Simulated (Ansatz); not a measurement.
(H2Al-mu-PH2)2 (Al₂P₂H₈). Total charge 0; singlet. Geometry PBE0-D4/def2-SVP, basis def2-TZVP, Ansatz.

```xyz
12

Al   -0.137    0.118    1.812
H    -0.782    1.445    2.408
H     0.398   -1.113    2.667
P     1.492    0.693    0.068
Al    0.135   -0.114   -1.813
H     0.779   -1.441   -2.411
H    -0.399    1.118   -2.666
P    -1.491   -0.694   -0.068
H     1.862    2.059    0.009
H     2.763    0.083    0.201
H    -2.766   -0.092   -0.200
H    -1.853   -2.062   -0.009
```

| run | HOMO (eV) | LUMO (eV) |
| --- | --- | --- |
| A | -6.74 | -2.20 |
| B | -6.23 | -1.99 |
| C | -6.63 | -2.04 |
| D | -7.46 | -1.38 |
| E | -8.71 | -0.24 |
| F | -10.03 | 0.77 |

LC-ωPBE has ω = 0.4 bohr⁻¹.

The runs used B97M-V, BLYP, CAM-B3LYP, LC-ωPBE, PBE0, r2SCAN. Estimate which is which.

A B97M-V (0 % exact exchange); B BLYP (0 % exact exchange); C r2SCAN (0 % exact exchange); D PBE0 (25 % exact exchange); E CAM-B3LYP (range-separated); F LC-ωPBE (range-separated). Exact exchange lowers occupied and raises empty levels; among semilocal functionals meta-GGAs tend to open the gap a little, and such runs are hard to tell apart. The gap grows from 4.24 eV (BLYP) to 10.80 eV (LC-ωPBE).
